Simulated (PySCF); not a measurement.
Structure problem from calculated spectra and properties.

Formula: C2H3BO2S.

* Valence photoelectron: vertical ionisation energy: 9.01 eV [ΔSCF PBE0/def2-SVPD]
* Triplet: lowest triplet excitation (Tamm–Dancoff): 2.43 eV [TDA PBE0/def2-SVPD]
* Polarisability: 69.9 au [PBE0/def2-SVPD]
* Rotational structure: rotational constants A, B, C: 8.931, 1.321, 1.151 GHz [PBE0-D3(BJ)/def2-SVP]
* NMR, other nuclei: isotropic shieldings of nuclei other than C and H, by class: 72 (1 B), 212 (2 O), 323 (1 S) ppm [GIAO KT3/pcSseg-2]
* 13C NMR: chemical shifts (computed TMS as zero) by class: 236.6 (1 C), 47.6 (1 C) ppm [GIAO KT3/pcSseg-2]

The electronic properties come from PySCF, for the isolated species, density fitting. Levels stand in brackets. Isolated species at its PBE0-D3(BJ)/def2-SVP geometry (one conformer only). NMR classes are plain means over equivalent atoms (diastereotopic ones count apart unless rotation or inversion swaps them), as if these changed places fast.

Q: What is the compound? Reason from the data.

A: Numbering: `[OH:1][B:2]([OH:3])[CH:4]=[C:5]=[S:6]`. 2 carbons fall into 2 classes; from least to most shielded: central carbon of cumulated double bonds [C5] (236.6 ppm), outer carbon of cumulated double bonds [C4] (47.6 ppm). The other shieldings belong to: 72 ppm, three-coordinate boron [B2]; 212 ppm, boron-bound oxygen [O1/O3]; 323 ppm, sulfur bonded to C [S6]. The first electron is taken from the HOMO, whose largest Löwdin shares are 0.42 on the sulfur bonded to C, 0.27 on the outer carbon of cumulated double bonds and 0.20 on the central carbon of cumulated double bonds. The optimised geometry has point group Cs and is an asymmetric top. Structure: `OB(O)C=C=S`. The assignments are read from this structure; whether some other isomer fits the data as well wasn't checked.

Conformer computed: `[OH:1][B:2]([OH:3])[CH:4]=[C:5]=[S:6]`: O1–B2–C4–C5 1°, H–O1–B2–O3 180°, H–O3–B2–O1 0°.
